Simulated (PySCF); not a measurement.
Geometries of 3 isomers of C2H7BO, from PySCF, PBE0-D3(BJ)/def2-SVP geometry optimisation, gas phase. One conformer each, no zero-point energy, no frequencies.

Problem. Which is lowest in electronic energy at this level?
A.
```xyz
11
angstrom
C     -1.894   -0.091   -0.079
B     -0.352   -0.185   -0.326
O      0.503    0.210    0.637
C      1.898    0.146    0.506
H     -2.350   -1.092   -0.171
H     -2.370    0.523   -0.864
H     -2.151    0.326    0.905
H      0.111   -0.611   -1.372
H      2.310   -0.513    1.286
H      2.326    1.151    0.647
H      2.199   -0.238   -0.483
```
B.
```xyz
11
angstrom
B      0.889    1.482   -0.937
H      1.996    1.150   -0.560
H      0.712    2.279   -1.829
O     -0.203    0.966   -0.361
C     -0.154    0.009    0.681
C     -0.709   -1.315    0.211
H      0.886   -0.100    1.037
H     -0.756    0.405    1.515
H     -0.765   -2.026    1.048
H     -1.722   -1.183   -0.200
H     -0.075   -1.753   -0.574
```
C.
```xyz
11
angstrom
B      1.546    1.182   -0.397
C      0.457    0.348    0.329
O     -0.364   -0.406   -0.508
C     -1.367   -1.096    0.165
H      1.626    1.228   -1.600
H      2.313    1.822    0.286
H     -0.129    1.091    0.929
H      0.944   -0.279    1.114
H     -0.957   -1.815    0.904
H     -2.053   -0.413    0.707
H     -1.953   -1.657   -0.577
```

Solution. A. That is `CBOC` (C2H7BO), 9.6 kcal/mol below the next.

| SMILES | atoms numbered as above | E (Eh) | relative (kcal/mol) | relative (kJ/mol) | dipole (D) |
| --- | --- | --- | --- | --- | --- |
| CBOC | [CH3:1][BH:2][O:3][CH3:4] | -180.19116 | 0.0 | 0.0 | 1.10 |
| [H]B([H])OCC | – | -180.17588 | 9.6 | 40.1 | 1.89 |
| BCOC | [BH2:1][CH2:2][O:3][CH3:4] | -180.09842 | 58.2 | 243.5 | 1.62 |

As drawn, the lowest has a B–O bond, which the highest lacks.
